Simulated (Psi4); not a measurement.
Method: SAPT0/jun-cc-pVDZ, frozen core run with Psi4.

Psi4 input:

```
molecule {
0 1
N 0.00014420 0.00210460 0.27907447
H 0.93686359 -0.10604330 -0.09271177
H -0.55973341 -0.75939507 -0.08701399
H -0.37727438 0.86333377 -0.09934871
--
0 1
F -2.67869555 2.09099650 0.40951247
H -2.60931039 3.01120349 0.46487221
units angstrom
symmetry c1
no_reorient
no_com
}
set basis jun-cc-pvdz
set scf_type df
set freeze_core true
energy('sapt0')
```

Part of the output:

```
    SAPT Results
  --------------------------------------------------------------------------------------------------------
    Electrostatics                 -0.69568161 [mEh]      -0.43654680 [kcal/mol]      -1.82651182 [kJ/mol]
      Elst10,r                     -0.69568161 [mEh]      -0.43654680 [kcal/mol]      -1.82651182 [kJ/mol]

    Exchange                        0.78601211 [mEh]       0.49323004 [kcal/mol]       2.06367451 [kJ/mol]
      Exch10                        0.78601211 [mEh]       0.49323004 [kcal/mol]       2.06367451 [kJ/mol]
      Exch10(S^2)                   0.78561656 [mEh]       0.49298183 [kcal/mol]       2.06263600 [kJ/mol]

    Induction                      -0.13718104 [mEh]      -0.08608240 [kcal/mol]      -0.36016878 [kJ/mol]
      Ind20,r                      -0.21313647 [mEh]      -0.13374516 [kcal/mol]      -0.55958973 [kJ/mol]
      Exch-Ind20,r                  0.11930202 [mEh]       0.07486315 [kcal/mol]       0.31322741 [kJ/mol]
      delta HF,r (2)               -0.04334659 [mEh]      -0.02720040 [kcal/mol]      -0.11380645 [kJ/mol]

    Dispersion                     -0.34332514 [mEh]      -0.21543978 [kcal/mol]      -0.90140003 [kJ/mol]
      Disp20                       -0.37666013 [mEh]      -0.23635780 [kcal/mol]      -0.98892102 [kJ/mol]
      Exch-Disp20                   0.03333499 [mEh]       0.02091802 [kcal/mol]       0.08752100 [kJ/mol]
      Disp20 (SS)                  -0.18833006 [mEh]      -0.11817890 [kcal/mol]      -0.49446051 [kJ/mol]
      Disp20 (OS)                  -0.18833006 [mEh]      -0.11817890 [kcal/mol]      -0.49446051 [kJ/mol]
      Exch-Disp20 (SS)              0.01716846 [mEh]       0.01077337 [kcal/mol]       0.04507578 [kJ/mol]
      Exch-Disp20 (OS)              0.01616653 [mEh]       0.01014465 [kcal/mol]       0.04244522 [kJ/mol]

  Total HF                         -0.04685055 [mEh]      -0.02939916 [kcal/mol]      -0.12300609 [kJ/mol]
  Total SAPT0                      -0.39017568 [mEh]      -0.24483894 [kcal/mol]      -1.02440612 [kJ/mol]
```
